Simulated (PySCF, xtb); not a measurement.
Sn(Cl)(OH)3 (ClH₃O₃Sn), SMILES [OH][Sn]([Cl])([OH])[OH]. The values are those of a single conformer.

Harmonic wavenumbers (cm⁻¹) from GFN2-xTB run with xtb at its own minimum, in rising order: 94, 97, 138, 139, 148, 161, 166, 234, 333, 441, 511, 511, 815, 841, 842, 3611, 3613, 3619.

Task: What does PBE0-D3(BJ)/def2-SVP (PySCF) give at its own minimum? (Estimate from the structure and the level; the computed values follow.)

Result: 44, 44, 146, 158, 158, 183, 183, 201, 381, 632, 663, 663, 869, 873, 873, 3882, 3882, 3884. Paired by order, the mean absolute difference is 93 cm⁻¹ and the zero-point energies are 23.3 and 25.3 kcal/mol.
